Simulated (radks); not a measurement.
Task: The table gives one normalised radial function P(r) = r R(r) of O5+ in [He] 2s1 (r in bohr). Method: scalar-relativistic Kohn-Sham, BLYP, spin-polarised, spherical densities, point nucleus; open shells are filled with parallel spins first; computed with a radial shooting solver on a logarithmic mesh with Libxc functionals.

r         P
0.01022  0.4109
0.01125  0.4485
0.01249  0.4927
0.01374  0.5368
0.01513  0.5843
0.01665  0.6352
0.01848  0.6945
0.02034  0.7530
0.02239  0.8153
0.02465  0.8812
0.02735  0.9568
0.0301   1.0301
0.03314  1.1066
0.03648  1.1859
0.04047  1.2744
0.04455  1.3578
0.04904  1.4420
0.05398  1.5260
0.05942  1.6086
0.06593  1.6950
0.07258  1.7702
0.07989  1.8392
0.08794  1.9001
0.09758  1.9547
0.1074   1.9922
0.1182   2.0153
0.1301   2.0220
0.1444   2.0088
0.159    1.9762
0.175    1.9231
0.1926   1.8494
0.2137   1.7468
0.2352   1.6326
0.259    1.5020
0.285    1.3582
0.3163   1.1922
0.3482   1.0343
0.3832   0.8770
0.4218   0.7252
0.4643   0.5836
0.5152   0.4460
0.5672   0.3365
0.6243   0.2448
0.6872   0.1710
0.7625   0.1103
0.8394   0.0699
0.9239   0.0420
1.017    0.0237
1.128    0.0119
1.242    0.0058
1.367    0.0026
1.505    0.0011
1.67     0.0004
1.838    0.0001
2.024    0.0000
2.228    0.0000
2.472    0.0000
2.721    0.0000
2.995    0.0000

Which n and l does it have? It may be an empty orbital.

Result: n = 1, l = 0: the number of nodes gives n - l - 1 = 0, the rise at small r (about r^(l+1)) gives l, and the extent must fit the shell. The curve is that of 1s up; the table hardly tells the two spins apart. 1s up: eigenvalue -656.44 eV, 0 radial nodes, <r> = 0.198 bohr, 90 % of the charge inside 0.354 bohr.
